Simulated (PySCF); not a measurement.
# Ionisation energy of Al(2+) by level of theory

Al(2+) [Ne] 3s1 (2S) → Al(3+) [Ne] (1S), as a difference of total energies. Computed with PySCF 2.14 in aug-cc-pwCVDZ (6s5p3d, 36 functions), with no relativity, point nucleus. Correlated levels: valence and next inner shell: 1s2 frozen; nothing frozen. The calculations carry no spin-orbit coupling.

| method | ionisation energy (eV) | error (eV) |
| --- | --- | --- |
| UHF | 28.010 | -0.438 |
| LDA | 28.735 | +0.287 |
| PBE | 28.747 | +0.299 |
| PBE0 | 28.622 | +0.174 |
| r2SCAN | 28.325 | -0.123 |
| revPBE | 28.648 | +0.200 |
| r2SCAN0 | 28.355 | -0.093 |
| PW91 | 28.796 | +0.348 |
| wB97X-V | 28.390 | -0.058 |
| MP2 (valence and next inner shell) | 28.240 | -0.208 |
| SCS-MP2 (valence and next inner shell) | 28.192 | -0.256 |
| MP2 (all electrons) | 28.239 | -0.209 |
| SCS-MP2 (all electrons) | 28.191 | -0.257 |

Reference: 28.448 eV (measured; NIST Atomic Spectra Database, ionization energies).

Errors of the correlated levels include the incompleteness of this basis and the frozen core.
